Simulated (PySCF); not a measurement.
CH6OSn. Atoms are numbered in the order given.

```xyz
9

Sn    -0.0790     0.2765     0.0788
C      1.8535    -0.6736     0.1227
O     -1.4224    -0.9849    -0.7011
H     -0.1420     1.5871    -1.0191
H     -0.5950     0.7272     1.6608
H      1.8410    -1.5380     0.8023
H      2.6141     0.0412     0.4711
H      2.1181    -1.0144    -0.8886
H     -1.6262    -1.7086    -0.0936
```

Coordinates come from a r2SCAN-D4/def2-SVP optimisation. The def2 effective core potentials stand for the cores of Sn; spin–orbit coupling is left out. The values are those of a single conformer.

Level of theory: TDA-LC-ωPBE/def2-SVPD run with PySCF.

Vertical excitations. Gas-phase values at a fixed geometry.

```csv
state,energy (eV),λ (nm),f,main pairs
S1,6.68,186,0.029,"HOMO→LUMO 56 %, HOMO→LUMO+1 27 %"
S2,7.70,161,0.059,"HOMO−1→LUMO 56 %, HOMO−1→LUMO+1 27 %"
S3,8.03,154,0.047,"HOMO→LUMO+1 52 %, HOMO→LUMO 24 %"
S4,8.12,153,0.067,"HOMO−2→LUMO 33 %, HOMO→LUMO+3 20 %, HOMO−2→LUMO+1 19 %, HOMO→LUMO 10 %"
S5,8.39,148,0.111,"HOMO→LUMO+2 26 %, HOMO−3→LUMO 25 %, HOMO−3→LUMO+1 19 %, HOMO−1→LUMO+1 5 %"
S6,8.41,147,0.276,"HOMO→LUMO+2 42 %, HOMO−1→LUMO+1 13 %, HOMO−3→LUMO 11 %, HOMO−2→LUMO 7 %"
S7,8.68,143,0.059,"HOMO→LUMO+4 32 %, HOMO−1→LUMO+3 18 %, HOMO−1→LUMO+1 12 %, HOMO−3→LUMO 8 %"
S8,8.85,140,0.287,"HOMO−1→LUMO+2 47 %, HOMO−1→LUMO+1 13 %, HOMO−1→LUMO 9 %"
S9,9.12,136,0.129,"HOMO→LUMO+3 28 %, HOMO→LUMO+4 23 %, HOMO−2→LUMO+1 13 %, HOMO−3→LUMO 8 %"
S10,9.19,135,0.004,"HOMO→LUMO+3 24 %, HOMO→LUMO+4 21 %, HOMO−1→LUMO+2 13 %, HOMO−2→LUMO+2 8 %"
T1,6.09,203,0,"HOMO→LUMO 44 %, HOMO→LUMO+1 26 %"
T2,6.85,181,0,"HOMO−1→LUMO 31 %, HOMO−1→LUMO+1 28 %, HOMO−3→LUMO 11 %"
T3,7.03,176,0,"HOMO→LUMO+2 48 %, HOMO−2→LUMO+2 13 %, HOMO→LUMO+9 7 %"
T4,7.25,171,0,"HOMO−1→LUMO+2 18 %, HOMO−1→LUMO+3 18 %, HOMO−1→LUMO 16 %, HOMO−3→LUMO+3 8 %"
```
Triplets are in the Tamm–Dancoff approximation.
